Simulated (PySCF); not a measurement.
## Relaxation of triplet PtSI₂

Method: UPBE0 in PySCF with Pt def2-SVP with ECP60, S def2-SVP, I def2-SVP with ECP28; scalar-relativistic core potentials, no spin–orbit coupling; density-fitted integrals. A (50,194) grid was used.

A hand-made T-shaped (ligand arrangement 2) start, of C2v symmetry, held to at least that symmetry:

```xyz
4
charge 0 multiplicity 3, angstrom
Pt    0.0000    0.0000   -0.1841
S     0.0000    0.0000    1.8759
I     2.5584    0.0000   -0.0948
I    -2.5584    0.0000   -0.0948
```

Question: What does it relax to?

Answer: It ends at C2v with Pt–I 2.565 Å (×2), Pt–S 2.095 Å; I–Pt–I 148.4°, I–Pt–S 105.8° (×2) (after a last refinement on a finer grid). A frequency run shows a minimum. Other isomers or separated fragments may lie lower.

Question: How much energy is released, and in how many steps?

Answer: 33.9 kJ/mol in 10 steps.

Open d and f shells are described by one determinant, and the ground state may have another occupation or spin. Spin–orbit coupling, left out here, can matter for elements this heavy.

The relaxation took about 3 core-minutes on a shared host.
